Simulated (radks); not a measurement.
Initial-state core-level shifts of neutral calcium when its valence configuration changes from [Ar] 4s2. All-electron calculation, scalar-relativistic Kohn-Sham, LDA (Slater exchange, Perdew-Wang correlation), spin-unpolarised, spherical densities, point nucleus. Program: a radial shooting solver on a logarithmic mesh with Libxc functionals. Shifts are changes of the shell-averaged eigenvalues in eV (positive: less bound).

valence          1s      2s      2p      3p
4s1 4p1      -1.393  -1.396  -1.393  -1.345
3d1 4s1      +2.193  +2.709  +2.659  +2.238
3d2          +2.564  +3.375  +3.295  +2.741
3d1 4p1      +1.217  +1.804  +1.749  +1.287
3d0.5 4s1.5  +1.450  +1.758  +1.728  +1.448
4p2          -2.664  -2.673  -2.666  -2.571
